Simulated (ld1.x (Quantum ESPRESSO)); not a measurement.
# technetium: RRKJ pseudisation with LDA (PZ), scalar-relativistic reference atom.

Tc (Z = 43), norm-conserving RRKJ (Kleinman–Bylander form), made with ld1.x (Quantum ESPRESSO) 7.5 (LDA (PZ), scalar-relativistic). Core [Ar] 3d10, reference 4s2 4p6 4d5 5s1 5p1. Waves: 4p (bound): rc 1.50 bohr; 4d (bound): rc 1.45 bohr; 4s (bound): rc 1.55 bohr. Local part: the s channel. Core correction: none.

Occupied shells without a wave of their own: 5p, 5s. They enter only through the test configuration that unscreens the potential.

All-electron outer shells of the reference configuration (LDA (PZ), scalar-relativistic, ld1.x):

```csv
shell,level (eV),outermost node (bohr),outermost maximum (bohr)
3p,-417.04,0.16,0.36
3d,-251.63,–,0.31
4s,-74.84,0.50,0.95
4p,-46.85,0.51,1.03
4d,-8.17,0.50,1.27
5s,-6.19,1.28,2.69
5p,-2.25,1.45,3.54
```

Calculated quality:

```json
{"Cutoffs needed": "70 Ry and 110 Ry (the cutoffs (Ry, on a coarse ladder) from which the occupation-weighted sum of valence levels, in a spherical-Bessel basis at the reference potential, stays within 10 and 1 mRy of its value at 400 Ry)", "Ghost test": "no extra level below or beside the all-electron valence levels (p, d, s, f tested) (spherical-Bessel basis up to 400 Ry, 20 bohr box)", "Largest excitation error": "-1629 meV (all-electron minus pseudo) for 4s2 4p6 4d5 5s0 5p0, out of 7 test configurations"}
```

The potential misses its own reference levels by up to 0.9 eV.

Generation and tests took about 1.6 s on one core of a shared server CPU.
